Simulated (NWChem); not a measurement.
**Run times for SnH3F (SnFH3)**

SnH3F: 5 atoms, total charge 0, spin state singlet. SMILES: `[H][Sn]([H])([H])[F]`. The shape comes from GFN2-xTB, which is rough for such elements, and wasn't checked as a minimum.

```xyz
5

Sn   -0.0026    0.0024   -0.1669
F     0.0117   -0.0193    1.7573
H     1.6192    0.0110   -0.5382
H    -0.8177    1.4085   -0.5125
H    -0.8106   -1.4026   -0.5397
```

Program: NWChem 7.3.0. Hardware: 1 thread of Intel Xeon Platinum 8375C at 2.90GHz (Ice Lake), shared host, so times are rough. Two-electron integrals are exact unless an approximation is named.

**Question.** Estimate their order by wall time, quickest first.
A. gradient at MP2/def2-SVPD (core potential), 5 core orbitals frozen
B. gradient at HF/3-21G
C. gradient at M06-2X/STO-3G, grid xfine

**Answer.** B (4.8 s), C (12 s), A (36 s).
